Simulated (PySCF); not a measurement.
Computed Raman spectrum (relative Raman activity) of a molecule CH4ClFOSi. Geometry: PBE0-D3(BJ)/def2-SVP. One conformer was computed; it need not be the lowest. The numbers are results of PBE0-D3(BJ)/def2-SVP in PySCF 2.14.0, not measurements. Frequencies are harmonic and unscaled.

| ν (cm⁻¹) | relative intensity |
|---|---|
| 309 | 2.1 |
| 533 | 5.7 |
| 727 | 5.1 |
| 835 | 2.1 |
| 1421 | 18 |
| 3072 | 100 |
| 3182 | 65 |
| 3187 | 50 |
| 3933 | 75 |

Task: Pick the molecule that these values belong to.
A) C[Si](O)(F)Cl
B) OC[Si@@H](F)Cl
C) O[Si@@H](Cl)CF
D) CO[Si@H](F)Cl

Result: A, C[Si](O)(F)Cl
